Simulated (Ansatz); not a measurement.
Si19OH26, a nanocrystal with a defect cut from the lattice of silicon (double-bonded O in place of two caps): single points at one geometry.

```yaml
crystal:
  periodic: [false, false, false]
  atoms:
    - {symbol: Si, position_ang: [-3.462916, -0.768970, -1.826152]}
    - {symbol: Si, position_ang: [-3.429505, 1.902477, 0.856326]}
    - {symbol: Si, position_ang: [-0.697811, -3.498231, -1.828713]}
    - {symbol: Si, position_ang: [-0.657877, -0.712081, 0.767981]}
    - {symbol: Si, position_ang: [1.957006, -3.510893, 0.814474]}
    - {symbol: Si, position_ang: [2.055647, -0.722668, -1.929347]}
    - {symbol: Si, position_ang: [1.932770, -0.734064, 3.502000]}
    - {symbol: Si, position_ang: [-0.697722, 1.971157, -1.947624]}
    - {symbol: Si, position_ang: [2.027018, 2.029033, 0.757335]}
    - {symbol: Si, position_ang: [-0.698313, 1.870147, 3.628798]}
    - {symbol: Si, position_ang: [-2.291695, -2.346674, -3.127549]}
    - {symbol: Si, position_ang: [-2.047656, 0.631771, -0.568453]}
    - {symbol: Si, position_ang: [-2.263842, 3.185336, 2.456670]}
    - {symbol: Si, position_ang: [0.757861, 0.694870, -3.293649]}
    - {symbol: Si, position_ang: [0.702489, -2.078982, -0.573051]}
    - {symbol: Si, position_ang: [0.662547, 0.688933, 2.120786]}
    - {symbol: Si, position_ang: [3.255441, -2.401123, 2.447155]}
    - {symbol: Si, position_ang: [3.401860, 0.695881, -0.615386]}
    - {symbol: Si, position_ang: [0.726815, 3.362176, -0.687192]}
    - {symbol: O, position_ang: [1.761069, -0.634988, 5.055205]}
    - {symbol: H, position_ang: [-4.357876, 0.069492, -2.705484]}
    - {symbol: H, position_ang: [-4.336349, -1.519927, -0.850802]}
    - {symbol: H, position_ang: [-4.310068, 0.921335, 1.592207]}
    - {symbol: H, position_ang: [-4.320945, 2.790043, 0.022408]}
    - {symbol: H, position_ang: [-1.436984, -4.372137, -0.844573]}
    - {symbol: H, position_ang: [0.145107, -4.393001, -2.703706]}
    - {symbol: H, position_ang: [-1.510142, -1.582895, 1.661250]}
    - {symbol: H, position_ang: [0.974122, -4.385626, 1.554332]}
    - {symbol: H, position_ang: [2.838250, -4.403829, -0.024516]}
    - {symbol: H, position_ang: [2.932052, -1.602741, -2.788959]}
    - {symbol: H, position_ang: [-1.584869, 2.819584, -2.828041]}
    - {symbol: H, position_ang: [2.882000, 2.903288, 1.643227]}
    - {symbol: H, position_ang: [-1.438554, 0.855673, 4.459575]}
    - {symbol: H, position_ang: [0.155922, 2.728128, 4.523712]}
    - {symbol: H, position_ang: [-3.270613, -3.346028, -3.699320]}
    - {symbol: H, position_ang: [-1.609679, -1.656635, -4.279722]}
    - {symbol: H, position_ang: [-3.266537, 3.774156, 3.421676]}
    - {symbol: H, position_ang: [-1.560107, 4.327314, 1.770368]}
    - {symbol: H, position_ang: [0.010362, -0.089358, -4.340626]}
    - {symbol: H, position_ang: [1.693889, 1.648472, -4.000624]}
    - {symbol: H, position_ang: [4.431690, -1.723071, 1.790985]}
    - {symbol: H, position_ang: [3.757175, -3.368336, 3.488539]}
    - {symbol: H, position_ang: [4.380183, -0.095447, 0.214177]}
    - {symbol: H, position_ang: [4.188086, 1.603280, -1.531086]}
    - {symbol: H, position_ang: [-0.041721, 4.403258, 0.084135]}
    - {symbol: H, position_ang: [1.662421, 4.071943, -1.638734]}
basis:
  gaussian: {orbitals: 6-31G}
hamiltonian: {xc: hf}
scf: {omitted_lower_state_checks: [starts]}
output: {orbitals: {seedname: orbitals}}
```

The file start.molden holds the orbitals of an earlier run on this structure, at another level or in another basis.

```sh
$ ansatz run in.yaml --threads 2 --pin off --events-out ev --progress --plain --max-ram 22528MiB --backend cuda --devices 0, --max-vram 18GiB
```

It prints (some lines left out):

```
Functional definition: HF
3568 factors; integrals over basis functions are off by at most 1.6e-4 eV
mean field evaluation 1: about -151796.8110 eV, gradient 5.4e1 eV
mean field evaluation 2: about -151796.8361 eV, gradient 5.4e1 eV
mean field evaluation 4: about -151806.8226 eV, gradient 7.4e0 eV
mean field evaluation 8: about -151807.1153 eV, gradient 2.7e-1 eV
mean field -151807.11616383 eV, -5578.8086204617 hartree, gradient 6.4e-5 eV, S^2 0.000000; 0 other end points of the search recorded, 0 dependent functions left out
reference -151807.11616383 eV, -5578.8086204617 hartree; 150, 150 occupied and 158, 158 virtual orbitals, 3568 factors
Total energy: -151807.11616383 eV, -5578.8086204617 hartree
Checks for a lower state left out: starts
```

Run time 4.7 s (2 threads of AMD EPYC 7R13 on a shared host and a share (18 GiB) of an NVIDIA H100 80GB HBM3).

The first input with `gaussian: {orbitals: def2-SVP, initial_orbitals: start.molden}`, `hamiltonian: {xc: pbe}`, `correlation: {method: rpa}` and without the key `output` (abridged; 6.5 s):

```
Functional definition: PBE
mean field -152021.83584418 eV, -5586.6994231723 hartree, gradient 2.6e-6 eV, S^2 0.000000
96 core orbitals not correlated: weight in the atoms' cores, before any rotation towards them, 1.000 or more for the frozen orbitals, at most 0.000 for the correlated occupied ones
Total energy: -151881.91049558 eV, -5581.5572614560 hartree
Checks for a lower state left out: starts
```

As the first input, with `gaussian: {orbitals: def2-TZVP, fitting: {mean_field: def2-universal-jkfit}, initial_orbitals: start.molden}`, `hamiltonian: {xc: pbe0, dispersion: d4}`, `output: {forces: true, orbitals: {seedname: orbitals}}` (abridged; 8.6 s):

```
Functional definition: PBE0
mean field -152090.97518307 eV, -5589.2402470123 hartree, gradient 1.2e-5 eV, S^2 0.000000
Total energy: -152093.84521830 eV, -5589.3457188614 hartree
Atom 0 force    -0.161677    -0.014306     0.002465 eV/Å
Atom 1 force    -0.168280     0.004348     0.012357 eV/Å
Atom 2 force    -0.005524    -0.164289     0.003095 eV/Å
Atom 3 force    -0.040528    -0.059664     0.044741 eV/Å
Atom 4 force    -0.035263    -0.162811     0.014998 eV/Å
Atom 5 force     0.093310    -0.038781    -0.082384 eV/Å
Atom 6 force    -0.228131     0.089876     1.564431 eV/Å
Atom 7 force    -0.033977     0.096130    -0.094047 eV/Å
Atom 8 force     0.102652     0.087195     0.043376 eV/Å
Atom 9 force    -0.028050     0.020538     0.174461 eV/Å
Atom 10 force    -0.059602    -0.057741    -0.190913 eV/Å
Atom 11 force    -0.029379    -0.025003     0.032198 eV/Å
Atom 12 force    -0.058756     0.184725     0.050232 eV/Å
Atom 13 force     0.036991     0.036577    -0.184574 eV/Å
Atom 14 force    -0.032076    -0.048892     0.026282 eV/Å
Atom 15 force    -0.016075    -0.018522     0.065452 eV/Å
Atom 16 force     0.212728    -0.083811     0.108048 eV/Å
Atom 17 force     0.171876     0.027332    -0.026519 eV/Å
Atom 18 force     0.029183     0.183177    -0.032557 eV/Å
Atom 19 force     0.237300    -0.138890    -1.836182 eV/Å
Atom 20 force     0.183031    -0.171270     0.181339 eV/Å
Atom 21 force     0.179267     0.158686    -0.195372 eV/Å
Atom 22 force     0.179989     0.197152    -0.158387 eV/Å
Atom 23 force     0.180547    -0.181684     0.170050 eV/Å
Atom 24 force     0.156488     0.178021    -0.196368 eV/Å
Atom 25 force    -0.172161     0.180000     0.176904 eV/Å
Atom 26 force     0.162572     0.162782    -0.166847 eV/Å
Atom 27 force     0.202831     0.180657    -0.158508 eV/Å
Atom 28 force    -0.172707     0.192505     0.183103 eV/Å
Atom 29 force    -0.166886     0.168219     0.164506 eV/Å
Atom 30 force     0.172670    -0.160433     0.167361 eV/Å
Atom 31 force    -0.163631    -0.167997    -0.170255 eV/Å
Atom 32 force     0.158365     0.206660    -0.181662 eV/Å
Atom 33 force    -0.181498    -0.175976    -0.190024 eV/Å
Atom 34 force     0.214548     0.219870     0.128176 eV/Å
Atom 35 force    -0.154178    -0.155174     0.258212 eV/Å
Atom 36 force     0.214848    -0.129343    -0.212073 eV/Å
Atom 37 force    -0.156393    -0.253083     0.152710 eV/Å
Atom 38 force     0.172998     0.179823     0.238839 eV/Å
Atom 39 force    -0.208887    -0.211434     0.154649 eV/Å
Atom 40 force    -0.273572    -0.138158     0.155712 eV/Å
Atom 41 force    -0.106291     0.211440    -0.238433 eV/Å
Atom 42 force    -0.214664     0.175840    -0.186812 eV/Å
Atom 43 force    -0.164360    -0.191388     0.195938 eV/Å
Atom 44 force     0.175918    -0.237711    -0.179481 eV/Å
Atom 45 force    -0.205565    -0.155193     0.211764 eV/Å
Dipole moment:    -0.038493     0.052622    -0.947092 e Å
Checks for a lower state left out: starts
```

First input, but with `hamiltonian: {xc: {name: B3LYP}, dispersion: d4}` (abridged; 6 s):

```
Functional definition: B3LYP
mean field evaluation 16: about -152137.0682 eV, gradient 9.4e-4 eV
mean field -152137.06821846 eV, -5590.9341348196 hartree, gradient 3.6e-5 eV, S^2 0.000000
Total energy: -152142.15443975 eV, -5591.1210500046 hartree
Checks for a lower state left out: starts
```

The first input with `gaussian: {orbitals: def2-TZVP, fitting: {mean_field: def2-universal-jkfit}, initial_orbitals: start.molden}`, `hamiltonian: {xc: lda}` (abridged; 6.5 s):

```
Functional definition: SPW92
mean field -151540.24408858 eV, -5569.0012525887 hartree, gradient 1.7e-5 eV, S^2 0.000000
Total energy: -151540.24418905 eV, -5569.0012562809 hartree
Checks for a lower state left out: starts
```

Geometry: PBE-D4/def2-SVP.

B3LYP takes the VWN-RPA correlation. Correlated methods freeze 96 core orbitals. Single mean-field runs in def2-TZVP are fitted with def2-universal-jkfit.
